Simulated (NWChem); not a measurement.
The numbers come from NWChem runs, not from measurements. System: F2Si, charge 0, spin multiplicity 1, at a geometry optimised with PBE0/def2-SVP. The structure started from a generated list of species. Level: MP2/def2-TZVP, 7 core orbitals frozen.

Input file:

```
start mol
memory heap 200 mb stack 900 mb global 1100 mb
geometry units angstroms nocenter noautoz
  Si     0.000000     0.000000    -0.588083
  F     -1.246491     0.000000     0.457398
  F      1.246491     0.000000     0.457398
  symmetry group C2v
end
basis spherical
  * library def2-tzvp
end
scf
  rhf
  nopen 0
  maxiter 100
  thresh 1e-7
  semidirect memsize 60000000 filesize 0
end
mp2
  freeze core 7
end
task mp2 energy
```

Output (cleaned and shortened):

```
             Northwest Computational Chemistry Package (NWChem) 7.3.0
             --------------------------------------------------------

                                NWChem Input Module
                                -------------------

 Scaling coordinates for geometry "geometry" by  1.889725989
 (inverse scale =  0.529177249)

 Turning off AUTOSYM since
 SYMMETRY directive was detected!

                             Geometry "geometry" -> ""
                             -------------------------

 Output coordinates in angstroms (scale by  1.889725989 to convert to a.u.)

  No.       Tag          Charge          X              Y              Z
 ---- ---------------- ---------- -------------- -------------- --------------
    1 Si                  14.0000     0.00000000     0.00000000    -0.58808300
    2 F                    9.0000    -1.24649100     0.00000000     0.45739800
    3 F                    9.0000     1.24649100     0.00000000     0.45739800

 Effective nuclear repulsion energy (a.u.)      99.1614648170

            Nuclear Dipole moment (a.u.)
            ----------------------------
        X                 Y               Z
 ---------------- ---------------- ----------------
     0.0000000000     0.0000000000     0.0000037795

      Symmetry information
      --------------------

 Group name             C2v
 Group number             16
 Group order               4
 No. of unique centers     2

      Symmetry unique atoms

     1    2


 Summary of "ao basis" -> "" (spherical)
 ------------------------------------------------------------------------------
       Tag                 Description            Shells   Functions and Types
 ---------------- ------------------------------  ------  ---------------------
 *                         def2-tzvp                  on all atoms

 Summary of "ao basis" -> "ao basis" (spherical)
 ------------------------------------------------------------------------------
       Tag                 Description            Shells   Functions and Types
 ---------------- ------------------------------  ------  ---------------------
[...]
     1   1 0 0      0.000000      0.000000      0.000000
     1   0 1 0      0.000000      0.000000      0.000000
     1   0 0 1     -0.570752      0.000000      0.000004

     2   2 0 0    -18.997201      0.000000     99.873086
     2   1 1 0      0.000000      0.000000      0.000000
     2   1 0 1     -0.000000      0.000000      0.000000
     2   0 2 0    -14.321587      0.000000      0.000000
     2   0 1 1      0.000000      0.000000      0.000000
     2   0 0 2    -17.767374      0.000000     30.738348

                   NWChem MP2 Semi-direct Energy/Gradient Module
                   ---------------------------------------------

  Basis functions       =     99
  Molecular orbitals    =     99
  Frozen core           =      7
  Frozen virtuals       =      0
  Active alpha occupied =      9
  Active beta occupied  =      9
  Active alpha virtual  =     83
  Active beta virtual   =     83
  Use MO symmetry       = T
  Use skeleton AO sym   = T

  AO/Fock/Back tols     =   1.0D-09  1.0D-09  1.0D-09

 GA uses MA = F    GA memory limited = T

 Available:
  local mem=  1.26D+08
 global mem=  1.44D+08
 local disk=  0.00D+00
  mp2_memr nvloc                    83
  nvloc new                    83
   1 passes of   9:        5242880                      57329                  12276451.
   1 passes of   9: M    126149852           G      144159598           F     120906972.

 Semi-direct pass number   1 of   1  for RHF alpha+beta  at        1.0s
  vrange nnbf                  4827
  mp2_eaftype                    46  avail_ma_in_mb                  1099
 EAF : mp2_eaftype filesize          46    6138226.
  mp2_eaf for mointskh                     46
Node 0 wrote     28.8 Mb in      0.0 s     Agg I/O rate:  1550.7 Mb/s
 Done moints_semi at        2.7s
  mp2_eaftype                    46  avail_ma_in_mb                  1053
 EAF : mp2_eaftype filesize          46    6138226.
  mp2_eaf for kh                    46
 Done maket at        2.8s
 Done multipass loop at        2.8s

          -------------------------------------------
          SCF energy                -488.008507872329
          Correlation energy          -0.597591012768
          Singlet pairs               -0.366975910441
          Triplet pairs               -0.230615102327
          Total MP2 energy          -488.606098885097
          -------------------------------------------

          ---------------------------------------------------
                    Spin Component Scaled (SCS) MP2
          Same spin pairs                     -0.153743401551
          Same spin scaling factor             0.333333333333
          Opposite spin pairs                 -0.443847611216
          Opposite spin scaling fact.          1.200000000000
          SCS-MP2 correlation energy          -0.583864933977
          Total SCS-MP2 energy              -488.592372806306
          ---------------------------------------------------

 -----------------------
 Performance information
 -----------------------

 Timer overhead =  9.57D-08 seconds/call

               Nr. of calls         CPU time (s)                 Wall time (s)                GFlops
             ---------------    -------------------     ------------------------------   -------------------
Name         Min   Avg   Max    Min     Avg     Max     Min     Avg     Max   Mx/calls   Min     Max     Sum
mp2: moin     1     1     1    1.8     1.8     1.8      1.8     1.8     1.8     1.8      0.0     0.0     0.0
mp2: make     1     1     1   9.44E-2 9.44E-2 9.44E-2  9.44E-2 9.44E-2 9.44E-2 9.44E-2   0.0     0.0     0.0
mp2: tota     1     1     1    1.9     1.9     1.9      1.9     1.9     1.9     1.9      0.0     0.0     0.0

 The average no. of pstat calls per process was 3.00D+00
 with a timing overhead of 2.87D-07s

 Task  times  cpu:        2.8s     wall:        2.8s

 Total times  cpu:        2.8s     wall:        2.8s
```
